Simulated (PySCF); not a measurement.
Compound: ReO3H (singlet state).
Bonds: Re1–O2, Re1–O3, Re1–O4. Hydrogens: H5 on Re1.

A GFN2-xTB structure was refined with PBE0-D3(BJ)/def2-SVP geometry optimisation, gas phase, def2 core potentials past Kr in PySCF. Its GFN2-xTB values:

| coordinate | GFN2-xTB |
| --- | --- |
| Re1–O2 | 1.651 Å |
| Re1–H5 | 1.586 Å |
| O2–Re1–O3 | 118.3° |
| O2–Re1–H5 | 97.7° |

Task: How do these coordinates change at the PBE0-D3(BJ)/def2-SVP level?

Result: 
```csv
coordinate,PBE0-D3(BJ)/def2-SVP (Å or °),change
Re1–H5,1.672,+0.086
Re1–O2,1.694,+0.043
O2–Re1–H5,105.3,+7.6
O2–Re1–O3,113.3,-5.0
```

The energy falls by 11.2 kcal/mol over 7 energy and gradient evaluations, the largest force component goes from 0.0759 to 3.8e-04 Eh/bohr, and the atoms move by 0.134 Å rms after alignment. The bond that changes most is Re1–H5 (ends: rhenium bonded to 3 O and H; hydrogen on rhenium), which lengthens by 0.086 Å. Bonds longer at the end by more than 0.005 Å: 4 of 4; shorter: 0. Rotational constants go from 7351, 7349, 3934 to 6760, 6756, 3944 MHz.

The run used 79 basis functions and 63 SCF cycles in all. Hardware: one thread, Arm Neoverse V1, on a shared host. Cost: 21 s.

Not checked by PBE0-D3(BJ)/def2-SVP frequencies.
